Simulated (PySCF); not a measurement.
**Highest orbital energy against ionisation energy along group 13**

Calculated with PySCF 2.14, no spin-orbit coupling. Each cell gives −ε(HOMO) / ΔSCF in eV; NIST values include spin-orbit coupling, (s) semi-empirical, (t) theoretical.

```
                                 species              UHF              LDA              PBE             PBE0           r2SCAN  NIST (lowest levels)
     B²⁺ (aug-cc-pVDZ, non-relativistic)  37.723 / 37.722  32.340 / 37.751  32.661 / 38.147  34.031 / 38.104  32.931 / 37.747                37.931
Al²⁺ (aug-cc-pV(D+d)Z, non-relativistic)  28.024 / 28.010  24.560 / 28.717  24.480 / 28.733  25.472 / 28.613  24.655 / 28.315                28.448
Ga²⁺ (aug-cc-pVDZ-PP with ECP10MDF, ECP)  29.757 / 29.677  26.959 / 31.810  26.580 / 31.446  27.519 / 31.105  27.063 / 31.301                30.726
In²⁺ (aug-cc-pVDZ-PP with ECP28MDF, ECP)  26.766 / 26.647  24.617 / 29.021  24.218 / 28.623  25.026 / 28.262  24.483 / 28.353                28.044
Tl²⁺ (aug-cc-pVDZ-PP with ECP60MDF, ECP)  28.406 / 28.184  26.113 / 30.714  25.717 / 30.281  26.607 / 29.948  26.001 / 30.118                29.852
```

**Question.** How far is −ε(HOMO) from ΔSCF on average for each method, and why?

**Answer.** UHF 0.09 eV; LDA -4.68 eV; PBE -4.71 eV; PBE0 -3.48 eV; r2SCAN -4.14 eV. Hartree-Fock orbital energies lack relaxation and so exceed the ΔSCF value; semilocal functionals have convex E(N) from self-interaction, so their HOMO lies far too high; exact exchange moves hybrids part of the way back.
